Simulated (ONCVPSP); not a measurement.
# u(r) = r·R(r): atom against pseudo-atom (In (Z = 49))

Columns: radius, all-electron u(r) and pseudo u(r) of the 4d shell (level -18.62 eV) of indium in the configuration [Ar] 3d10 4s2 4p6 4d10 5s2 5p1; PBE, scalar-relativistic, ONCV scheme, ONCVPSP 4.0.1.

| r (bohr) | all-electron | pseudo |
| --- | --- | --- |
| 0.085 | -0.2064 | 0.0040 |
| 0.170 | -0.4837 | 0.0303 |
| 0.255 | -0.4665 | 0.0949 |
| 0.340 | -0.2278 | 0.2027 |
| 0.425 | 0.0893 | 0.3473 |
| 0.510 | 0.3911 | 0.5121 |
| 0.595 | 0.6351 | 0.6761 |
| 0.680 | 0.8104 | 0.8190 |
| 0.765 | 0.9204 | 0.9259 |
| 0.850 | 0.9768 | 0.9902 |
| 0.935 | 0.9920 | 1.0128 |
| 1.020 | 0.9778 | 1.0006 |
| 1.105 | 0.9438 | 0.9634 |
| 1.190 | 0.8973 | 0.9111 |
| 1.275 | 0.8437 | 0.8516 |
| 1.360 | 0.7867 | 0.7904 |
| 1.445 | 0.7290 | 0.7302 |
| 1.530 | 0.6723 | 0.6725 |
| 1.615 | 0.6176 | 0.6176 |
| 1.700 | 0.5658 | 0.5658 |
| 1.785 | 0.5171 | 0.5171 |
| 1.870 | 0.4718 | 0.4718 |
| 1.955 | 0.4298 | 0.4298 |
| 2.040 | 0.3912 | 0.3912 |
| 2.125 | 0.3557 | 0.3557 |
| 2.210 | 0.3232 | 0.3232 |

(1) How many radial nodes do the two functions have?

(2) At about which radius was the pseudo-wave matched?

(3) Is the pseudo-wave norm-conserving?

Answers

(1) The all-electron 4d function has n − l − 1 = 1; the pseudo-wave has 0, since the states of the same l below it are removed with the core.

(2) 1.70 bohr. The columns agree to 0.0005 from 1.53 bohr on; several derivatives are matched, so the curves merge somewhat inside the radius.

(3) Yes: the ONCV scheme keeps the norm inside the radius equal to the all-electron one, which fixes the energy derivative of the logarithmic derivative at the level.
